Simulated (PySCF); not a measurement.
# Static response to an electric field

Species: C₃H₃F₃O₂.
Numbering: `[O:1]=[CH:2][C@@H:3]([F:4])[O:5][CH:6]([F:7])[F:8]` (hydrogens: H9 on C2; H10 on C3; H11 on C6)

Structure used (GFN2-xTB), in Å, numbered top down from 1:
```
atom  x, y, z in Å
O1     2.284    1.154   -1.310
C2     1.857    0.260   -0.654
C3     0.367   -0.116   -0.592
F4     0.247   -1.468   -0.817
O5    -0.067    0.172    0.695
C6    -1.403   -0.026    0.926
F7    -2.147    0.862    0.229
F8    -1.625    0.206    2.217
H9     2.475   -0.395   -0.020
H10   -0.224    0.394   -1.369
H11   -1.758   -1.041    0.670
```

Level: PBE0/def2-SVPD (PySCF), static field, nuclei fixed, core orbitals frozen in the response. The polarisability tensor in these axes (au):

```
x   51.72  1.87 -5.72
y    1.87 44.55 -3.53
z   -5.72 -3.53 45.96
```

Problem. What are the eigenvalues, a third of the trace, and Δα (Δα² = ½Σ(αi − αj)² over the three pairs)?

Solution. Principal values 40.96, 44.99 and 56.28 au; mean 47.41 au = 7.03 Å³ = 7.82 × 10⁻⁴⁰ C²·m²/J; Δα = 13.76 au (29 % of the mean).

Problem. What is the dipole moment, and where does it point?

Solution. (-0.31, -1.82, -0.13) D, 1.85 D in size, pointing from the negative to the positive side. Measured along this direction, the outermost atoms are O1 at the negative end and F4 at the positive end.

Problem. Form Σ f/ω² (atomic units) for the 8 lowest TDDFT singlets, given as eV and f, and set it beside the mean polarisability, which is this sum over all singlets: 4.16, 0.0000; 7.11, 0.0114; 7.65, 0.0079; 8.18, 0.0142; 8.29, 0.0217; 8.60, 0.0060; 8.69, 0.0765; 8.82, 0.0197.

Solution. They add up to 1.66 au, 3.5 % of the 47.41 au; the largest single term is 0.75 au, from the state at 8.69 eV. Terms in order: 0.00, 0.17, 0.10, 0.16, 0.23, 0.06, 0.75, 0.19 au. Higher excitations give the rest. The strengths listed sum to 0.157.

Problem. Directions of the eigenvectors, and the extent of the frame along each?

Solution. Largest value along (0.79, 0.29, -0.54), where the nuclei span 5.27 Å; middle along (-0.53, 0.76, -0.38), 3.32 Å; least along (0.30, 0.58, 0.75), 2.71 Å. The response follows the extents in order.

Problem. What would n − 1 = 2πNα be for an ideal gas of these molecules at 273.15 K and 1 atm, electronic part alone?

Solution. N = p/kT = 2.6868 × 10¹⁹ cm⁻³, so n − 1 = 2π × N × 7.03 × 10⁻²⁴ cm³ = 1186 × 10⁻⁶ at long wavelengths, for an ideal gas.

Problem. Rayleigh depolarisation ratio (linearly polarised light, static tensor)?

Solution. ρ = 3Δα²/(45ᾱ² + 4Δα²) = 568.0/(101153 + 757.4) = 0.00557.

Problem. Orientational against electronic polarisability at 250 K (dilute gas, rigid molecules)?

Solution. In Gaussian units μ²/3kT = 33.07 Å³ against 7.03 Å³, a ratio of 4.71; the Debye molar polarisation (4π/3)N_A(α + μ²/3kT) is 101.1 cm³/mol, leaving out the vibrational part.

Geometry: GFN2-xTB, one conformer, isolated molecule.

The run behind these numbers computed excited states as well. Time: 61 s wall; peak memory 0.84 GiB. Hardware: Intel Xeon at 2.70 GHz, one thread, no GPU, shared host.
